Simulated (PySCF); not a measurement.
C4H13Cl3Si3, SMILES C[Si](C)(C)C[SiH2][Si](Cl)(Cl)Cl at its GFN2-xTB optimised geometry (Å):

```
23

C      1.0951    -2.2157     1.5646
Si     1.7358    -1.3398     0.0000
C      3.6466    -1.3398     0.0000
C      1.0919    -2.2242    -1.5586
C      1.1551     0.4979     0.0000
Si    -0.5736     0.8949    -0.6665
Si    -2.2409    -0.1256     0.5942
Cl    -4.0448     0.7880     0.3337
Cl    -1.8969    -0.1038     2.6014
Cl    -2.5575    -2.0816     0.1059
H      1.5609    -3.1887     1.6871
H      1.3035    -1.6398     2.4609
H      0.0229    -2.3736     1.5199
H      4.0448    -0.8146     0.8632
H      4.0429    -0.8563    -0.8882
H      4.0423    -2.3508     0.0238
H      0.0127    -2.3363    -1.5278
H      1.3418    -1.6757    -2.4614
H      1.5202    -3.2173    -1.6513
H      1.8727     1.0789    -0.5783
H      1.2274     0.8727     1.0213
H     -0.6987     0.4846    -2.0718
H     -0.7967     2.3508    -0.6318
```

Calculation: PySCF with PBE0/def2-SVP. Cells within 0.4 Å of a nucleus heavier than hydrogen are left out (blank, or x).

Map of the electrostatic potential (hartree/e), clipped to [-0.08, 0.12] on the plane z = 1.2 Å:

```
|0001111111111111111111111|
|0000011111111111111111111|
|0000001111111111111111111|
|0000000111111111111111111|
|0000000111111111111111111|
|0000000111111111111111111|
|0000000111111111111111111|
|0000000111111111111111111|
|0000000122222222111111111|
|0002663455443475211111111|
|0016999999754899321111111|
|0006999999964799321221111|
|0001799999963355422442111|
|0000169999953358844994111|
|0000139999843599964993111|
|0000015996446999953431111|
|00000049932999x9832211111|
|0000002541189999521111111|
|0000000100023399621111111|
|0000000000001136421111111|
|0000000000000112211111111|
|0000000000001111111111111|
|0000000000001111111111111|
|0000000000011111111111111|
|0000000000111111111111111|
```
Scale: ten equal steps from -0.015 (start of '0') to 0.120 (end of '9'), in the order '0123456789'; x runs from -6.50 to 6.50, y from -6.50 (bottom) to 6.50 (top).
